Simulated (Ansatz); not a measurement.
Computed with Ansatz on PBE0-D4/def2-TZVP structures; ΔE is electronic, products minus reactants. CCSD(T)/CBS adds triple-zeta CCSD(T) − MP2 to the extrapolated MP2 energy (def2 sets, frozen cores). This one scheme is used for every species. DFT in def2-TZVPP. For Ga outer-core shells are correlated without core-valence functions, which leaves a few kJ/mol of doubt a bond. Scalar relativity is left out up to krypton. One conformer a species, not always the lowest.

Consider the substitution at a C–Si bond: `C=[C]([SiH3])[GaH2]` + CH₃OH → `C=[C]([GaH2])OC` + SiH₄.

CCSD(T)/CBS gives +49.9 kJ/mol.

(1) Another level gave +36.8 kJ/mol. Which?
A. r2SCAN0/def2-TZVPP
B. HF/def2-TZVPP
C. B97M-V/def2-TZVPP
D. LDA (SPW92)/def2-TZVPP

Largest T1 diagnostic among the species: 0.013.

## Answers

(1) C. B97M-V 36.8, r2SCAN0 41.3, HF/def2-TZVPP 47.1, LDA (SPW92) 19.5 kJ/mol.

From r2SCAN to r2SCAN0 (25 % exact exchange), in def2-TZVPP and without D4, ΔE moves by +5.7 kJ/mol. Leaving LDA and LC-ωPBE aside and taking each functional with its dispersion term where it has one, the values, not all of them listed here, spread over 12.7 kJ/mol, from BLYP-D4 to PBE-QIDH. LDA lies −14.5 kJ/mol from PBE without D4.

CCSD(T)/CBS has its own doubt, a few kJ/mol and more with outer-core shells, so smaller differences from it don't rank the levels.
